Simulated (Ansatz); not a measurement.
ZrF₄. The state is a singlet with charge 0. Geometry PBE-D4/def2-SVP; atoms count from 1.

```xyz
5

Zr    0.0000    0.0000    0.0000
F    -0.9612   -1.0567    1.2655
F     0.9623    1.3701    0.9157
F    -1.2265    0.7953   -1.2267
F     1.2254   -1.1087   -0.9544
```

In the def2 sets Zr takes a core potential; there is no spin–orbit coupling.

(1) Estimate the Mulliken populations from the PBE0/def2-TZVP orbitals of Ansatz.

(2) And the Mayer bond orders between heavy atoms (over 0.3)?

## Answers

(1) 
```tsv
atom	charge (e)	d electrons
Zr1	1.82	1.66
F2	-0.45	–
F3	-0.45	–
F4	-0.45	–
F5	-0.45	–
```
Mulliken values depend strongly on the basis.

(2) Zr1–F2 0.91 (1.91 Å); Zr1–F3 0.91 (1.91 Å); Zr1–F4 0.91 (1.91 Å); Zr1–F5 0.91 (1.91 Å).
